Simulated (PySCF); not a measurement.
C₆ coefficients of unlike pairs at BP86

Calculated with PySCF 2.14 from the dipole response of each species, C₆(A,B) = (3/π) ∫ α_A(iu) α_B(iu) du, in atomic units, from isotropic polarisabilities. For ions this is the dispersion term alone; charge-induced terms of lower order in 1/R come first.

```tsv
species	configuration	basis	relativity	α (bohr³)	C₆ (like pair)
Mo(3+)	[Kr] 4d3 (4F)	aug-cc-pVTZ-DK (9s8p6d3f2g)	spin-free X2C	5.894	26.22
Ar(3+)	[Ne] 3s2 3p3 (4S)	aug-cc-pCVTZ-DK with one added diffuse shell each of s, p, d, f type (9s8p6d4f)	spin-free X2C	3.571	9.708
I(3+)	[Kr] 4d10 5s2 5p2 (3P)	def2-QZVPPD with the def2 core potential (28 electrons) (8s7p5d4f1g)	core potential	9.990	56.50
```

(1) Estimate C₆ for Ar(3+) with Mo(3+).

No spin-orbit coupling is included.

The other pairs:

| pair | C₆ |
| --- | --- |
| I(3+), Ar(3+) | 23.25 |
| I(3+), Mo(3+) | 38.10 |

Answers

(1) The integral gives 15.92. The combination rule 2 C_A C_B / (C_A α_B/α_A + C_B α_A/α_B) gives 15.95 and the geometric mean 15.95.
